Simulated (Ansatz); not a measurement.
Abridged output of a molecular run in Ansatz:

```
Functional definition: HF
1541 factors; integrals over basis functions are off by at most 1.1e-3 eV
mean field evaluation 1: about -18356.1010 eV, gradient 4.5e1 eV
mean field evaluation 2: about -18356.4045 eV, gradient 4.5e1 eV
mean field evaluation 4: about -18360.9800 eV, gradient 5.6e0 eV
mean field evaluation 8: about -18361.1000 eV, gradient 5.3e-1 eV
mean field evaluation 16: about -18361.1018 eV, gradient 2.6e-6 eV
mean field -18361.10179101 eV, -674.7580452180 hartree, gradient 2.6e-6 eV, S^2 0.000000; 0 other end points of the search recorded, 0 dependent functions left out
10 core orbitals not correlated: weight in the atoms' cores, before any rotation towards them, 1.000 or more for the frozen orbitals, at most 0.000 for the correlated occupied ones
reference -18361.10179101 eV, -674.7580452180 hartree; 17, 17 occupied and 226, 226 virtual orbitals, 1541 factors
second order -29.60728093 eV of doubles, -0.00000000 eV of singles
cycle   1  -29.52951040 eV  change    7.8e-2 eV  update   1.3e-1
cycle   2  -30.26725587 eV  change   -7.4e-1 eV  update   4.0e-2
cycle   3  -30.45129633 eV  change   -1.8e-1 eV  update   2.0e-2
cycle   4  -30.43243659 eV  change    1.9e-2 eV  update   5.1e-3
cycle   5  -30.42987445 eV  change    2.6e-3 eV  update   2.4e-3
cycle   6  -30.43101939 eV  change   -1.1e-3 eV  update   8.1e-4
cycle   7  -30.43052471 eV  change    4.9e-4 eV  update   3.4e-4
cycle   8  -30.43042039 eV  change    1.0e-4 eV  update   1.1e-4
cycle   9  -30.43048324 eV  change   -6.3e-5 eV  update   4.1e-5
cycle  10  -30.43047940 eV  change    3.8e-6 eV  update   1.3e-5
perturbative correction -1.29817015 eV, -0.0477068731 hartree
Total energy: -18392.83044057 eV, -675.9240515827 hartree
```

Its atoms:

```xyz
10

C     1.149    0.096    0.693
C    -0.134    0.135   -0.082
S    -0.489    1.759   -0.683
O    -1.320   -0.540    0.719
B    -0.962   -1.073   -0.434
F    -1.335   -2.060   -1.207
H     1.992    0.227    0.012
H     1.258   -0.859    1.206
H     1.184    0.897    1.438
H    -1.342    1.418   -1.661
```

(1) Which basis set was used?
A. cc-pV(Q+d)Z
B. def2-TZVPP
C. cc-pV(D+d)Z
D. def2-TZVPPD

(2) Write the keys of the input that set method, charge and spin (a neutral closed shell needs none for the last two).

## Answers

(1) B. It gives 253 functions.

(2) 
```yaml
correlation: {method: ccsd_t}
```
